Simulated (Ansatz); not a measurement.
Total energies of Ti6O22H20 from Ansatz at PBE0-D4/def2-SVP, gas phase (1 Eh = 27.2114 eV = 2625.5 kJ/mol). The reference geometry is relaxed at PBE-D4/def2-SVP.

Cartesian coordinates in Å:
```
Ti -1.171 -1.469 -1.856
Ti 0.432 1.829 1.695
Ti -2.244 -0.559 1.262
Ti -1.328 1.974 -1.129
Ti 1.073 -1.897 1.933
Ti 1.708 0.090 -1.178
O -2.723 3.098 -1.411
O -0.718 2.933 0.494
O -0.265 2.458 -2.443
O -2.121 0.347 -2.136
O 0.215 2.913 3.136
O -3.748 -1.171 2.030
O -1.332 0.800 2.319
O -1.968 -1.571 -0.196
O -2.815 0.958 0.224
O 2.052 2.305 1.246
O 0.189 0.652 -0.258
O 3.314 0.972 -0.430
O 2.037 1.481 -2.437
O 0.322 -0.439 -2.713
O -2.159 -2.318 -3.094
O 2.480 -1.554 -1.906
O 1.132 0.082 2.521
O -0.891 -1.726 2.349
O 2.035 -2.578 3.286
O 2.242 -1.185 0.529
O 0.182 -2.675 -1.483
O 0.698 -3.303 0.931
H -3.466 3.002 -0.784
H -1.320 3.564 0.928
H 0.745 2.237 -2.528
H -2.358 0.557 -3.059
H 0.950 3.530 3.311
H -4.164 -0.712 2.784
H -0.974 0.348 3.114
H -3.256 0.561 -0.566
H 2.693 1.857 0.542
H 3.688 0.302 0.177
H 2.843 1.964 -2.163
H -0.008 0.413 -3.071
H -1.883 -3.177 -3.461
H 2.536 -1.468 -2.878
H 2.081 0.266 2.677
H -1.232 -2.634 2.207
H 2.311 -3.513 3.319
H 2.653 -1.895 -0.015
H 1.129 -2.428 -1.768
H 0.404 -3.223 -0.055
```

```json
{"state": "charge 0 singlet", "geometry": "reference", "energy (Eh)": "-6760.42841"}
{"state": "charge 1 doublet", "geometry": "reference", "energy (Eh)": "-6760.07480"}
{"state": "charge -1 doublet", "geometry": "reference", "energy (Eh)": "-6760.47493"}
{"state": "charge -1 doublet", "geometry": "relaxed at PBE-D4/def2-SVP", "energy (Eh)": "-6760.48161"}
{"state": "free Ti atom (triplet)", "geometry": "–", "energy (Eh)": "-849.03272"}
{"state": "free O atom (triplet)", "geometry": "–", "energy (Eh)": "-74.92490"}
{"state": "free H atom (doublet)", "geometry": "–", "energy (Eh)": "-0.50029"}
```

Single mean-field runs in def2-SVP are fitted with def2-universal-jkfit.

Problem. Work out the vertical ionisation energy to the doublet.

Solution. E(charge 1 doublet) − E(charge 0 singlet) = -6760.07480 − (-6760.42841) = 0.35361 Eh = 9.62 eV. For comparison, −ε of the highest occupied level is 8.26 eV at this level, 1.36 eV less.

Problem. Work out the vertical electron affinity, to the doublet.

Solution. E(charge 0 singlet) − E(charge -1 doublet) = -6760.42841 − (-6760.47493) = 0.04652 Eh = 1.27 eV. The basis lacks diffuse functions, which makes affinities too small.

Problem. Give the fundamental gap IE − EA, the Mulliken electronegativity (IE + EA)/2 and the hardness (IE − EA)/2.

Solution. From the values in Eh: IE − EA = 0.35361 − 0.04652 = 0.30709 Eh = 8.36 eV; (IE + EA)/2 = 5.44 eV; (IE − EA)/2 = 4.18 eV. The HOMO–LUMO gap of the same run is 5.84 eV, 2.52 eV smaller than the fundamental gap.

Problem. How much does the charge -1 doublet relax, and what is the adiabatic electron affinity?

Solution. Relaxation: -6760.47493 − (-6760.48161) = 0.00668 Eh = 0.18 eV. Adiabatic electron affinity: 0.05320 Eh = 1.45 eV, without zero-point energy. 

Problem. What is the binding energy per atom against free atoms?

Solution. Atoms: 6 × (-849.03272) + 22 × (-74.92490) + 20 × (-0.50029) = -6752.54992 Eh. Binding: -6752.54992 − (-6760.42841) = 7.87849 Eh = 214.38 eV, or 4.47 eV for each of 48 atoms (no zero-point energy, no counterpoise term).
